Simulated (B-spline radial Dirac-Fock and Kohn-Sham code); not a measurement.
# Magnetic form factor of the 4d shell of Pr¹⁷⁺

System: the Pr¹⁷⁺ ion, configuration [Kr] 4d6.

Input file task.json (cfg lists n, l and occupation; rrms is the nuclear radius in fm):

```json
{"items": [{
  "Z": 59,
  "q": 17,
  "cfg": [[1, 0, 2], [2, 0, 2], [2, 1, 6], [3, 0, 2], [3, 1, 6], [3, 2, 10], [4, 0, 2], [4, 1, 6], [4, 2, 6]],
  "A": 141,
  "rrms": 4.8919,
  "do": ["scatter"],
  "s": [0.0, 0.05, 0.1, 0.15, 0.2, 0.25, 0.3, 0.35, 0.4, 0.45, 0.5, 0.6, 0.7, 0.8, 0.9, 1.0, 1.1, 1.2, 1.4, 1.6, 1.8, 2.0, 2.5, 3.0, 3.5, 4.0, 5.0, 6.0],
  "pz": [0, 0.1, 0.14, 0.18, 0.25, 0.34, 0.46, 0.62, 0.84, 1.1, 1.6, 2.1, 2.9, 3.9, 5.2, 7.1, 9.6, 13.0, 18.0, 24.0, 33.0],
  "hv_scatter": [2000, 10000, 20000, 50000, 100000, 200000, 500000, 1000000]
}]}
```

Run with: `python xray_run.py task.json out`

Method: relativistic Hartree-Fock (Dirac-Fock) wave functions, averaged over the configuration. Computed with an atomic code on a B-spline grid. ⟨j_K⟩ is the integral of the 4d radial density with the spherical Bessel function j_K(4πsr), s = sin θ/λ.

```
s (Å⁻¹)     ⟨j0⟩    ⟨j2⟩    ⟨j4⟩
      0   1.0000  0.0000  0.0000
   0.05   0.9910  0.0036  0.0000
    0.1   0.9646  0.0141  0.0001
   0.15   0.9220  0.0307  0.0004
    0.2   0.8651  0.0525  0.0011
   0.25   0.7965  0.0779  0.0025
    0.3   0.7193  0.1053  0.0050
   0.35   0.6365  0.1331  0.0087
    0.4   0.5513  0.1597  0.0138
   0.45   0.4666  0.1837  0.0203
    0.5   0.3851  0.2039  0.0283
    0.6   0.2398  0.2299  0.0478
    0.7   0.1264  0.2350  0.0698
    0.8   0.0482  0.2212  0.0912
    0.9   0.0024  0.1934  0.1091
      1  -0.0175  0.1576  0.1211
    1.1  -0.0193  0.1197  0.1263
    1.2  -0.0103  0.0841  0.1248
    1.4   0.0184  0.0297  0.1060
    1.6   0.0410  0.0016  0.0765
```

Radial moments of the shell: ⟨r²⟩ = 0.4880, ⟨r⁴⟩ = 0.3570, ⟨r⁶⟩ = 0.3585 in powers of bohr.
